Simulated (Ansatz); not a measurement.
A run for Ansatz (a program for electronic structure): R-PBE/def2-TZVPP on H3NSn (SMILES [NH2][SnH]), a point of a torsion scan. Elements past Kr take the def2 small-core potentials; no spin–orbit coupling.

Ansatz 0.2 input:
```yaml
crystal:
  periodic: [false, false, false]
  atoms:
    - {symbol: N, position_ang: [-0.78341890, -0.05128768, -0.20330149]}
    - {symbol: Sn, position_ang: [1.07516103, -0.94916023, -0.35983249]}
    - {symbol: H, position_ang: [-1.53992887, -0.45447811, 0.33351011]}
    - {symbol: H, position_ang: [-0.82021283, 0.94530299, -0.01947690]}
    - {symbol: H, position_ang: [2.05407718, 0.46227166, 0.37341488]}
basis:
  gaussian:
    orbitals: def2-TZVPP
hamiltonian:
  xc: {name: PBE}
scf: {lower_state_search: off}
```

Program output:

```
WARN ansatz: RAYON_NUM_THREADS=1 ignored (pool sized by the plan → 1); use --threads N
Functional definition: PBE
these checks for a lower state are left out or cut short: stability, starts, cluster_reference, orbital_swaps, neighbouring_geometries, increment
integrals: 0.03 GiB planned
720 factors; their error is unknown
mean field: 0.30 GiB planned
mean field evaluation 1: about -7356.7708 eV, gradient 7.7e1 eV
mean field evaluation 2: about -7273.1305 eV, gradient 1.6e2 eV
mean field evaluation 4: about -7368.2262 eV, gradient 1.7e1 eV
mean field evaluation 8: about -7368.8273 eV, gradient 1.1e-1 eV
mean field evaluation 16: about -7368.8196 eV, gradient 1.6e-4 eV
mean field -7368.81956097 eV, -270.7991241003 hartree, gradient 2.6e-6 eV, S^2 0.000000; 0 other end points of the search recorded, 0 dependent functions left out
reference -7368.81960021 eV, -270.7991255423 hartree; 16, 16 occupied and 107, 107 virtual orbitals, 720 factors
Total energy: -7368.81960021 eV, -270.7991255423 hartree
Checks for a lower state left out: stability, starts, cluster_reference, orbital_swaps, neighbouring_geometries, increment
```

Self-consistency was reached.

Cost: around 1.0 core-seconds (rough).
